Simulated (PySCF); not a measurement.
Neon: a sound run and one with changed settings

Sound run: Ne+ [He] 2s2 2p5, Ne(2+) [He] 2s2 2p4. All numbers are calculated (PySCF 2.14, the spin-free X2C one-electron Hamiltonian (Gaussian nucleus), in x2c-SVPall (3s2p1d, 14 functions)). The sound run starts from symmetry-adapted Hartree-Fock orbitals and uses a fine grid where one is needed.

Changed run: radial step 0.3 in ln r (0.13 in the sound run). This setting is unsound on purpose.

```
species  method  sound run (hartree)  changed run (hartree)  converged
    Ne+     UHF           -127.78475             -127.78475        yes
    Ne+     LDA           -127.38452             -127.38458        yes
    Ne+   B3LYP           -128.15317             -128.15305        yes
 Ne(2+)     UHF           -126.33219             -126.33219        yes
 Ne(2+)     LDA           -125.85349             -125.85354        yes
 Ne(2+)   B3LYP           -126.62769             -126.62769        yes
```

Ionisation energy of Ne+:

```
method  sound run (eV)  changed run (eV)
   UHF          39.526            39.526
   LDA          41.662            41.662
 B3LYP          41.510            41.507
```

A coarse radial grid mis-integrates the density and the exchange-correlation energy, with errors of either sign; Hartree-Fock needs no grid.

For comparison, NIST gives 40.963 eV between the lowest levels.
